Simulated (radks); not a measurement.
Problem. Spherical quantum dot in the effective-mass picture: electrons in a parabolic well V = omega^2 r^2 / 2 with omega = 1.06, all in effective atomic units (hartree* = m*/eps^2 hartree, bohr* = eps/m* bohr), one dielectric constant everywhere. Method: non-relativistic Kohn-Sham, LDA (Slater exchange, Perdew-Wang correlation), spin-polarised, spherical densities; computed with a radial shooting solver with Libxc functionals. Levels are named by radial order and angular momentum (1s, 1p, 1d, 2s, ...), and open shells are averaged over m. Results are scaled to m* = 0.491 and eps = 12.5, for which hartree* = 85.51 meV and bohr* = 1.347 nm. At N = 28 the configuration is 1s2 1p6 1d10 2s2 1f(up 7, down 1). Does electron 29 go into 2p up or 1f down or 2p down?

Solution. Into 1f down. The total energies of the other choices lie higher by 10.7 meV (2p up), 14.0 meV (2p down).
